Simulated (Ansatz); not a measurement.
A structure relaxed at r2SCAN-D4/def2-SVP in Ansatz, charge 0, singlet:

Cartesian coordinates in Å:
```
Cd 1.1251 -1.3033 0.7827
H 2.1139 -2.4666 1.4577
Br -1.4061 -0.5413 1.1215
Cd -1.1258 1.3022 -0.7836
H -2.1259 2.4378 -1.4885
Br 1.4188 0.5713 -1.0899
```

Problem. Give its formula, name or SMILES.

Solution. (HCd-mu-Br)2 (Cd₂H₂Br₂).

Problem. Summarise the bond lengths by kind (pairs closer than 1.2 times the sum of covalent radii, bridged metal pairs left out).

Solution. 4 × Br–Cd 2.66 to 2.67 Å; 2 × Cd–H 1.67 Å.

In the def2 sets Cd takes a core potential; there is no spin–orbit coupling.
